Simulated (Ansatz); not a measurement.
Harmonic frequencies (cm⁻¹) at PBE0-D4/def2-TZVP from Ansatz: 61, 77, 213, 311, 352, 408, 451, 472, 557, 626, 779, 1888, 1902, 1903, 2441.

Each molecule was computed in one conformer, which needn't be the lowest.

(1) Which molecule is it?
A. `BrB1CC1Br`
B. `OC1=CS1`
C. `[AlH2][AlH][SeH]`
D. `B[NH][GaH][F]`

## Answers

(1) C.
